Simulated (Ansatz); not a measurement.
`BN(C)[SiH2]Cl`, relaxed with RKS PBE-D4/def2-SVP in Ansatz from a rough embedded geometry. The force threshold is 0.03 eV/Å; the program also tests the step.

Total charge 0; spin multiplicity 1.

Start:

```xyz
12

B     1.049   -0.291    1.089
N     0.341   -0.457   -0.191
C     0.697    0.647   -1.076
Si   -1.374   -0.418    0.057
Cl   -2.015   -2.093    1.188
H     0.907    0.714    1.800
H     1.794   -1.121    1.536
H     1.852    0.620   -1.309
H     0.451    1.588   -0.681
H     0.221    0.468   -2.083
H    -2.149   -0.439   -1.172
H    -1.773    0.782    0.841
```

(1) How much energy does the relaxation release, and in how many steps? (An estimate is asked.)

(2) Which bonds change most? (Estimate.)

(3) Give the relaxed structure. (Estimate.)

## Answers

(1) Ansatz gave: 163.83 kJ/mol, in 35 steps, 2 of them rejected.

(2) The calculation gave: C3–H8 from 1.178 to 1.106 Å; C3–H9 from 1.050 to 1.112 Å; B1–N2 from 1.472 to 1.412 Å; Si4–H11 from 1.453 to 1.500 Å.

(3) The calculation gave: 
```xyz
12

B     1.029    0.177    1.313
N     0.226    0.103    0.153
C     0.743    0.400   -1.189
Si   -1.471   -0.393    0.265
Cl   -1.731   -2.185   -0.769
H     2.192    0.526    1.207
H     0.542   -0.104    2.392
H     1.805    0.701   -1.123
H     0.171    1.224   -1.669
H     0.666   -0.491   -1.848
H    -2.329    0.622   -0.430
H    -1.843   -0.581    1.697
```
